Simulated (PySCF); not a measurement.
# `O=S(=O)([O-])c1ccccc1`: 4 charge schemes on one density

C₆H₅O₃S (charge -1).
Cartesian coordinates in Å at the PBE0-D3(BJ)/def2-SVP level; atoms count from 1:
```xyz
15
C6H5O3S angstrom
O      2.768    1.318    0.998
S      2.519    0.077    0.238
O      3.042    0.079   -1.144
O      2.790   -1.164    0.990
C      0.720    0.047    0.023
C      0.161   -0.624   -1.065
C     -1.224   -0.710   -1.196
C     -2.056   -0.120   -0.242
C     -1.493    0.561    0.839
C     -0.107    0.647    0.971
H      0.841   -1.056   -1.804
H     -1.660   -1.235   -2.052
H     -3.143   -0.186   -0.345
H     -2.141    1.034    1.583
H      0.368    1.188    1.793
```

Density: PBE0/pcSseg-1 (PySCF); schemes: Mulliken, IAO, Hirshfeld and ESP-fitted. Isolated species at its PBE0-D3(BJ)/def2-SVP geometry, gas phase. The pcSseg-1 basis has no diffuse functions, a weakness for an anion.

Problem. What partial charge does each atom carry?

Solution. In e:

| atom | environment | Mulliken | IAO | Hirshfeld | ESP-fitted |
| --- | --- | --- | --- | --- | --- |
| O1 | oxygen bonded to S | -0.643 | -0.964 | -0.414 | -0.656 |
| S2 | sulfonyl sulfur | +1.315 | +2.178 | +0.434 | +1.153 |
| O3 | oxygen bonded to S | -0.643 | -0.963 | -0.415 | -0.658 |
| O4 | oxygen bonded to S | -0.637 | -0.952 | -0.428 | -0.655 |
| C5 | substituted aromatic carbon | -0.500 | -0.223 | -0.029 | -0.098 |
| C6 | aromatic CH carbon | +0.026 | -0.143 | -0.055 | -0.067 |
| C7 | aromatic CH carbon | -0.105 | -0.166 | -0.068 | -0.195 |
| C8 | aromatic CH carbon | -0.102 | -0.175 | -0.076 | -0.155 |
| C9 | aromatic CH carbon | -0.104 | -0.166 | -0.068 | -0.197 |
| C10 | aromatic CH carbon | +0.023 | -0.144 | -0.056 | -0.071 |
| H11 | aromatic hydrogen | +0.082 | +0.163 | +0.040 | +0.121 |
| H12 | aromatic hydrogen | +0.070 | +0.131 | +0.033 | +0.119 |
| H13 | aromatic hydrogen | +0.065 | +0.129 | +0.030 | +0.117 |
| H14 | aromatic hydrogen | +0.070 | +0.131 | +0.033 | +0.120 |
| H15 | aromatic hydrogen | +0.083 | +0.164 | +0.039 | +0.122 |

Mean size of the charges over all atoms: IAO 0.453 e, ESP-fitted 0.300 e, Mulliken 0.298 e, Hirshfeld 0.148 e. Each set sums to the total charge, -1, to within 0.001 e. The Hirshfeld scheme divides the density at each point in proportion to the densities of the neutral, spherically averaged free atoms.

Lowest charge. All schemes pick atoms of one kind: Mulliken O1 and O3 (-0.643); IAO O1 (-0.964); Hirshfeld O4 (-0.428); ESP-fitted O3 (-0.658).

Highest charge. All schemes agree: Mulliken S2 (+1.315); IAO S2 (+2.178); Hirshfeld S2 (+0.434); ESP-fitted S2 (+1.153).

Problem. How closely do the schemes follow one another over all atoms?

Solution. Correlation coefficient and root-mean-square difference: IAO with ESP-fitted 0.99, 0.301 e; Mulliken with IAO 0.98, 0.285 e; Hirshfeld with ESP-fitted 0.97, 0.226 e; Mulliken with ESP-fitted 0.96, 0.126 e; IAO with Hirshfeld 0.95, 0.520 e; Mulliken with Hirshfeld 0.92, 0.279 e.

Problem. How many electrons does the Hirshfeld scheme count on C7?

Solution. Z − q = 6 − (-0.068) = 6.068.
